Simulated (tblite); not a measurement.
C7H11NS.
Atom-mapped SMILES: `[CH3:1][CH2:2][c:3]1[s:4][cH:5][cH:6][c:7]1[NH:8][CH3:9]` (hydrogens: H10, H11, H12 on C1; H13, H14 on C2; H15 on C5; H16 on C6; H17 on N8; H18, H19, H20 on C9)

A start from a force field or distance geometry was refined with tblite, GFN2-xTB geometry optimisation, gas phase. Values at the start:

| coordinate | start |
| --- | --- |
| C1–C2 | 1.520 Å |
| C1–H10 | 1.084 Å |
| C2–C3 | 1.485 Å |
| C2–H13 | 1.109 Å |
| C3–S4 | 1.725 Å |
| C3–C7 | 1.391 Å |
| S4–C5 | 1.702 Å |
| C5–C6 | 1.381 Å |
| C5–H15 | 1.090 Å |
| C6–C7 | 1.426 Å |
| C6–H16 | 1.076 Å |
| C7–N8 | 1.350 Å |
| N8–C9 | 1.449 Å |
| N8–H17 | 1.013 Å |
| C9–H18 | 1.097 Å |
| C9–H20 | 1.099 Å |
| C1–C2–C3 | 112.8° |
| C2–C3–S4 | 119.7° |
| C2–C3–C7 | 129.5° |
| C3–S4–C5 | 92.4° |
| C3–C7–N8 | 122.4° |
| C5–C6–C7 | 112.0° |
| C6–C7–N8 | 125.1° |
| C7–N8–C9 | 123.9° |
| C1–C2–C3–S4 | -96° |
| C6–C7–N8–C9 | 0° |

How do these coordinates change at the GFN2-xTB level?

| coordinate | GFN2-xTB (Å or °) | change |
| --- | --- | --- |
| C7–N8 | 1.389 | +0.039 |
| C5–C6 | 1.355 | -0.026 |
| C3–C7 | 1.372 | -0.019 |
| C5–H15 | 1.072 | -0.018 |
| C2–H13 | 1.092 | -0.017 |
| S4–C5 | 1.716 | +0.014 |
| C1–C2 | 1.531 | +0.011 |
| C3–S4 | 1.736 | +0.011 |
| C9–H18 | 1.089 | -0.008 |
| C2–C3 | 1.492 | +0.007 |
| C1–H10 | 1.088 | +0.004 |
| N8–C9 | 1.445 | -0.004 |
| N8–H17 | 1.011 | -0.002 |
| C6–C7 | 1.424 | -0.002 |
| C6–H16 | 1.074 | -0.002 |
| C9–H20 | 1.098 | -0.001 |
| C7–N8–C9 | 119.4 | -4.5 |
| C2–C3–C7 | 128.1 | -1.4 |
| C1–C2–C3 | 111.7 | -1.1 |
| C3–S4–C5 | 91.3 | -1.1 |
| C5–C6–C7 | 112.9 | +0.9 |
| C3–C7–N8 | 123.2 | +0.8 |
| C2–C3–S4 | 120.6 | +0.9 |
| C6–C7–N8 | 124.4 | -0.7 |
| C6–C7–N8–C9 | -26 | -26 |
| C1–C2–C3–S4 | -100 | -4 |

The energy falls by 3.3 kcal/mol over 86 L-BFGS steps, the largest force on an atom goes from 1.72 to 0.009 eV/Å, and the atoms move by 0.162 Å rms after alignment. The bond that changes most is C7–N8 (aromatic carbon bearing nitrogen to aniline-type nitrogen), which lengthens by 0.039 Å. Bonds longer at the end by more than 0.005 Å: 5 of 20; shorter: 9. Among the dihedrals that turn most is H17–N8–C9–H18, from 0° to -43°. Rotational constants go from 1668, 1313, 781.0 to 1660, 1335, 790.7 MHz.

On Arm Neoverse V1, one thread, shared host with 32 logical CPUs at a one-minute load of 18, this took 0.69 s of wall time.

Its GFN2-xTB frequencies are all real (lowest 55 cm⁻¹). The numbers are those of one conformer.

All values are computed, not measured.
